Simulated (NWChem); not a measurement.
System: CH7AlN2; SMILES [CH3][Al]([NH2])[NH2]

The following NWChem deck was run.

```
start job
memory heap 200 mb stack 900 mb global 1100 mb
geometry units angstroms noautoz
  Al    -0.001401     0.032032     0.000867
  C     -0.020355    -1.923914     0.001309
  H      0.229930    -2.326054    -0.995047
  H     -1.005949    -2.332037     0.277419
  H      0.718330    -2.339535     0.706433
  N     -1.520478     0.958992    -0.003635
  H     -1.609872     1.968100    -0.022687
  H     -2.442286     0.538221     0.002890
  N      1.539681     0.922463    -0.002659
  H      1.651576     1.929267    -0.023206
  H      2.451919     0.481489     0.006143
end
basis spherical
  * library 6-31g*
end
dft
  xc xpbe96 cpbe96
  iterations 150
  mulliken
end
task dft energy
```

All runs use the structure optimised with PBE0/def2-SVP.

Problem. Predict the main results of this run. (PBE/6-31G* (spherical d).) Quantities: energy (Ha); highest occupied level (eV); orbital gap (eV); dipole (D).

Solution. 
| Property | Result |
|---|---|
| energy (Ha) | -393.96 |
| highest occupied level (eV) | -4.84 |
| orbital gap (eV) | 4.92 |
| dipole (D) | 0.74 |
